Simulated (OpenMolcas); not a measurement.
Computed levels of 4d⁴ in ions with 40 electrons, in cm-1 above ⁵D₀.

* Program: OpenMolcas 26.06
* Method: SS-CASPT2, IPEA 0.25 Eh, imaginary shift 0.1 Eh
* Basis: ANO-RCC-VTZP
* Scalar Hamiltonian: DKH2, point nucleus
* Spin-orbit coupling: state interaction with AMFI integrals over the reference wave functions, term energies averaged over their components

Active space for each ion: 4 electrons in 10 orbitals (4d 5d); closed shells correlated by CASPT2: 4s 4p.

| Level | Mo2+ | Tc3+ | Rh5+ | Pd6+ | Ag7+ |
| --- | --- | --- | --- | --- | --- |
| ⁵D₁ | 238 | 347 | 683 | 974 | 1250 |
| ⁵D₂ | 662 | 949 | 1779 | 2450 | 3060 |
| ⁵D₃ | 1219 | 1724 | 3100 | 4150 | 5100 |
| ⁵D₄ | 1874 | 2620 | 4570 | 5990 | 7260 |
| ³P₀(1) | 11920 | 14570 | 18410 | 19950 | 21800 |
| ³P₁(1) | 13150 | 16360 | 21620 | 24140 | 26870 |
| ³H₄ | 13700 | 15990 | 20110 | 22020 | 24260 |
| ³H₅ | 14280 | 16840 | 21770 | 24310 | 27140 |
| ³H₆ | 14830 | 17600 | 23060 | 25970 | 29100 |

Problem. Estimate ⁵D₄, ³P₀(1), ³P₁(1) for Ru4+ from its neighbours Tc3+ and Rh5+.

Solution. ⁵D₄ is fine structure, which grows about as the fourth power of a screened charge, so the fourth roots are averaged: ((2620^0.25 + 4570^0.25) / 2)^4 = 3494. The calculation gives 3500, so the estimate is off by -0.2 %.
³P₀(1) is another term, which grows about linearly with the charge: (14570 + 18410) / 2 = 16490. The calculation gives 16690, so the estimate is off by -1.2 %.
³P₁(1) is another term, which grows about linearly with the charge: (16360 + 21620) / 2 = 18990. The calculation gives 19120, so the estimate is off by -0.7 %.

Mixed levels, with the weight of the term that names them: Pd6+ ³H₄ (72 %), Ag7+ ³H₄ (69 %).

CASPT2 breaks the degeneracy within a term, and the mean is taken; among the terms shown or strongly mixed into the levels shown the widest spread is 77 cm-1 (4d⁴ ³G, Ru4+). Active for correlation alone: 5d; no level in the range computed is led by a configuration that fills it, so any true level of that kind is missing. Levels of configurations outside the active space are missing.

A number in round brackets counts repeated terms of one configuration in the order of the reference energies.
